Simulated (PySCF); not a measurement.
This PySCF input asks for the NMR shieldings of SMILES BN(B)B(C)C#C, C$_{3}$H$_{8}$B$_{3}$N; the geometry comes from GFN2-xTB.

```python
import basis_set_exchange as bse
import numpy as np
from pyscf import gto, dft
from pyscf.prop import nmr

atoms = """
B    -0.943492   -0.338547    1.788261
N    -0.492674   -0.660402    0.486266
B    -0.774991   -1.886944   -0.159152
B     0.310042    0.338460   -0.228542
C     1.884006    0.356059   -0.095177
C    -0.395369    1.341333   -1.114395
C    -0.962483    2.144395   -1.811068
H    -1.583853   -1.114050    2.385439
H    -0.668244    0.703619    2.254582
H    -1.405280   -2.699735    0.398102
H    -0.367812   -2.076794   -1.244373
H     2.291770    1.364712   -0.084580
H     2.240501   -0.171621    0.786047
H     2.318268   -0.140265   -0.963772
H    -1.454803    2.847769   -2.419551
"""
names = dict.fromkeys(["B", "N", "C", "H"], "pcSseg-1")
basis = {el: gto.basis.parse(bse.get_basis(n, elements=[el], fmt="nwchem")) for el, n in names.items()}
mol = gto.M(atom=atoms, basis=basis, charge=0, verbose=0)
mf = dft.RKS(mol, xc="PBE0")
mf.grids.level = 2
mf.grids.alignment = dft.numint.BLKSIZE   # the property module wants whole blocks of grid points
mf.conv_tol = 1e-9
mf.kernel()

calc = nmr.RKS(mf)   # GIAO
C = mf.mo_coeff
Co = C[:, mf.mo_occ > 0]
resp = mf.gen_response(singlet=True, hermi=2)
def vind(x):   # induced exchange potential for any number of trial vectors
    d = np.einsum("pi,xij,qj->xpq", C, 2 * x.reshape(-1, C.shape[1], Co.shape[1]), Co, optimize=True)
    return np.einsum("xpq,pi,qj->xij", resp(d - d.transpose(0, 2, 1)), C, Co, optimize=True).ravel()
mo1, _ = nmr.rhf.solve_mo1(calc, with_cphf=vind)
sigma = calc.kernel(mo1)
for i, s in enumerate(sigma):   # ppm
    print("%2d %-2s %9.2f" % (i, mol.atom_pure_symbol(i), np.trace(s) / 3))
```

Q: What are the results?

A: 
```
 0 B      50.84
 1 N      22.46
 2 B      50.96
 3 B      41.28
 4 C     168.84
 5 C      89.45
 6 C      70.42
 7 H      25.94
 8 H      26.20
 9 H      25.99
10 H      26.27
11 H      30.25
12 H      30.89
13 H      30.71
14 H      28.27
```

These numbers come from an equivalent density-fitted implementation of the same equations, which agrees with the script to about 0.01 ppm for H and up to a few tenths of a ppm for heavy atoms, so last digits may differ.

Size and cost of the density-fitted run: 159 basis functions, 49 s wall time on 1 thread of an Intel Xeon, shared host; peak memory 0.91 GiB.
